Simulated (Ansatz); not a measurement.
## FHNSi2−: where a starting geometry ends

The starting geometry of this gas-phase singlet was optimised with GFN2-xTB; its bonds are those of `F[SiH-]N=[Si]`.

```xyz
5

F     0.4836    1.8643   -2.3760
N    -0.4919   -0.0738   -0.6875
Si   -0.2980    1.6547   -0.8120
Si    0.2465   -1.4314   -1.1148
H    -1.6892    2.0415   -1.3294
```

Task: Predict what becomes of its bonds when it is optimised with r2SCAN-D4/def2-SVPD.

Result: It keeps its bonds, and is `F[SiH-]N=[Si]`.

The energy falls by 0.21 eV over 10 steps:

```json
{"step": "1", "E − E(last) (eV)": "0.211"}
{"step": "2", "E − E(last) (eV)": "0.161"}
{"step": "3", "E − E(last) (eV)": "0.104"}
{"step": "4", "E − E(last) (eV)": "0.029"}
{"step": "5", "E − E(last) (eV)": "0.005"}
{"step": "6", "E − E(last) (eV)": "0.005"}
{"step": "7", "E − E(last) (eV)": "0.000"}
{"step": "8", "E − E(last) (eV)": "0.000"}
{"step": "9", "E − E(last) (eV)": "0.000"}
{"step": "10", "E − E(last) (eV)": "0.000"}
```

Final geometry (Å):

```xyz
5

F     0.4586    2.1518   -2.3612
N    -0.2258   -0.0662   -0.9616
Si   -0.2508    1.7113   -0.8516
Si   -0.0055   -1.6408   -0.8594
H    -1.7256    1.8992   -1.2859
```

Frequencies at the end are all real (lowest 110 cm⁻¹). Run with Ansatz 0.2.0, 20 s on 1 thread of Intel(R) Xeon(R) 6975P-C (Granite Rapids), on a shared host.
